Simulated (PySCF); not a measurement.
Species: C6H9FO.
SMILES with atom numbers: `[O:1]=[C:2]1[CH2:3][CH2:4][C@@H:5]([CH2:6][F:7])[CH2:8]1` (hydrogens: H9, H10 on C3; H11, H12 on C4; H13 on C5; H14, H15 on C6; H16, H17 on C8)

Method: TDDFT B3LYP/def2-SVPD, vertical, gas phase, core orbitals frozen in the response in PySCF 2.14.0, density-fitted response routines. Geometry: GFN2-xTB, one conformer, isolated molecule.

Each state is given a Gaussian of 0.25 eV full width at half maximum, with ε(max) = 2.175×10⁸ f / Δν̃ (Δν̃ the width in cm⁻¹). The width is an assumption, not a result. The curve ends short of the highest state used, and states not computed would add to its high-energy end.

```tsv
E (eV)	ε (L mol⁻¹ cm⁻¹)
3.84	0
3.94	0
4.04	3
4.14	10
4.24	13
4.34	7
4.44	1
4.54	0
4.64	0
4.74	0
4.84	0
4.94	0
5.04	0
5.14	0
5.24	0
5.34	0
5.44	0
5.54	0
5.64	0
5.74	0
5.84	0
5.94	0
6.03	5
6.13	76
6.23	438
6.33	1033
6.43	1003
6.53	401
6.63	70
6.73	54
6.83	262
6.93	628
7.03	1069
7.13	2181
7.23	3007
7.33	2020
```

(1) Locate the maxima and give the states behind the curve.

(2) Coming from long wavelengths, where does ε first pass 100 L mol⁻¹ cm⁻¹?

(3) On this curve, what absorbance would a 10⁻³ mol/L sample give at 193 nm over a 1 cm path?

Answers

(1) 294 nm (4.22 eV), ε about 13, made up of S1 (100%); 194 nm (6.38 eV), ε about 1100, made up of S2 (100%); 172 nm (7.22 eV), ε about 3000, made up of S4 (15%), S5 (28%) and S6 (55%) (ε in L mol⁻¹ cm⁻¹; maxima over ε = 5, shares over 10%). The states used: S1 4.22 eV (f 0.0001); S2 6.38 eV (f 0.011); S3 6.97 eV (f 0.0055); S4 7.20 eV (f 0.0043); S5 7.21 eV (f 0.0079); S6 7.24 eV (f 0.016); S7 7.49 eV (f 0.0048); S8 7.93 eV (f 0.0003).

(2) At about 202 nm (6.14 eV), 1.92 eV above S1.

(3) 193 nm is 6.424 eV, where ε is about 1000 L mol⁻¹ cm⁻¹, so A = ε c l ≈ 1 (Beer–Lambert, with the gas-phase spectrum and the assumed width).
